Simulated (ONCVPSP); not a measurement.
# Before and after: ONCV potential for titanium

- Element: Ti (Z = 22)
- Generator: ONCVPSP 4.0.1
- Type: optimised norm-conserving Vanderbilt (ONCV)
- Functional: LDA (Perdew-Zunger)
- Relativity: scalar-relativistic
- Frozen core: [Ne]
- Valence charge: 12
- Reference configuration: 3s2 3p6 3d2 4s2
- Partial waves: 3s+4s: rc 1.55 bohr, ncon 3, nbas 7, qcut 6.6 1/bohr, 2 projectors; 3p: rc 1.35 bohr, ncon 4, nbas 7, qcut 8.6 1/bohr, 3 projectors, debl 3.5 Ha; 3d: rc 2.00 bohr, ncon 4, nbas 9, qcut 8.6 1/bohr, 2 projectors, debl 0.9 Ha
- Local potential: polynomial inside 1.25 bohr (lpopt 5, dvloc0 0 Ha)
- Core correction: Teter function fitted to the true core (icmod 2), fcfact 0.5

All-electron outer shells of the reference configuration (LDA (Perdew-Zunger), scalar-relativistic, ld1.x):

```csv
shell,level (eV),outermost node (bohr),outermost maximum (bohr)
2p,-443.98,–,0.22
3s,-62.26,0.40,0.87
3p,-38.78,0.37,0.90
4s,-4.60,1.25,2.88
3d,-4.46,–,0.97
```

Change: s: rc 1.78.

Cutoffs: the cutoffs (Ha) at which the residual kinetic energy of the hardest occupied pseudo-wave falls to 1 and 0.1 mHa per electron; they do not see the model core or the augmentation charge, which bear on the density cutoff. Errors are all-electron minus pseudo energies relative to the spin-unpolarised reference configuration.

Task: What does the change do?

Result: The potential gets neither clearly harder nor softer (25 Ha and 29 Ha → 25 Ha and 29 Ha); the d channel sets the loose cutoff, while the largest relative change is in s, which becomes softer; of the 4 tests that both files solve, the error grows in 1 and shrinks in 0 by more than 15 % and 0.3 meV (median size 9.9 → 10.2 meV); neither file shows a bound ghost.

| quantity | base | changed |
| --- | --- | --- |
| cutoff, loose | 25 Ha | 25 Ha |
| cutoff, tight | 29 Ha | 29 Ha |
| loose cutoff by channel | s 15 Ha, p 20 Ha, d 25 Ha | s 7.9 Ha, p 20 Ha, d 25 Ha |
| bound ghosts | none | none |
| GHOST(+) flags under 300 eV | none | none |
| error for 3s2 3p6 3d2 4s1, meV [ΔE 7.54 eV] | -0.2 | -0.3 |
| error for 3s2 3p6 3d2 4s0, meV [ΔE 21.34 eV] | -1.1 | -1.9 |
| error for 3s2 3p6 3d1 4s0, meV [ΔE 48.53 eV] | +75 | +75 |
| error for 3s2 3p6 3d3 4s1, meV [ΔE 1.06 eV] | +19 | +19 |
| p: phases at 1.37 bohr within 0.05 rad from the reference energy up to (Ha; the scan ends near 5) | to the end of the scan | to the end of the scan |
| d: phases at 2.03 bohr within 0.05 rad from the reference energy up to (Ha; the scan ends near 5) | to the end of the scan | to the end of the scan |
| rms error of d²Exc/dni dnj with the model core, mHa | 1.00 | 1.08 |
